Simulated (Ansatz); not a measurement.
Harmonic frequencies (cm⁻¹) at PBE0-D4/def2-TZVP from Ansatz: 83, 105, 273, 325, 356, 391, 489, 540, 627, 699, 878, 1080, 1160, 1228, 1283, 1631, 3160, 3558.

Q: Which molecule is it?
A. `F[C]1=C[NH][Ga]1[Cl]`
B. `[I][Al]1[CH2][CH2]1`
C. `[F][Al]1[CH]=[C]1[SiH3]`
D. `[BH2][GaH][SiH3]`

A: A.
